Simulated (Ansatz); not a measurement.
`CNC[SeH]` + `O[SiH2]F` → `F[SiH2]OC[SeH]` + CH₃NH₂  (substitution at a C–N bond)

Isolated molecules relaxed with PBE0-D4/def2-TZVP in Ansatz; ΔE leaves out vibrations. CCSD(T)/CBS adds triple-zeta CCSD(T) − MP2 to the extrapolated MP2 energy (def2 sets, frozen cores). DFT in def2-TZVPP. For Se outer-core shells are correlated without core-valence functions, which leaves a few kJ/mol of doubt a bond. Scalar relativity is left out up to krypton. One conformer a species, not always the lowest.

```
         species  r2SCAN-D4 energy (Eh)
      `CNC[SeH]`            -2536.67092
      `O[SiH2]F`             -466.46153
`F[SiH2]OC[SeH]`            -2907.28849
          CH₃NH₂              -95.83595
```

(1) Work out ΔE.

Largest T1 diagnostic among the species: 0.011.

## Answers

(1) ΔE = (-2907.28849) + (-95.83595) − (-2536.67092) − (-466.46153) = 0.00801 Eh = +21.0 kJ/mol. CCSD(T)/CBS gives +25.2 kJ/mol.

The D4 term adds −3.6 kJ/mol with B3LYP and −2.0 kJ/mol with PBE0; it sums over pairs of atoms, weighted by their polarisabilities, and B3LYP, whose exchange is more repulsive, gets the larger term.

B3LYP here is the variant with VWN-RPA as its local correlation; programs differ in this.
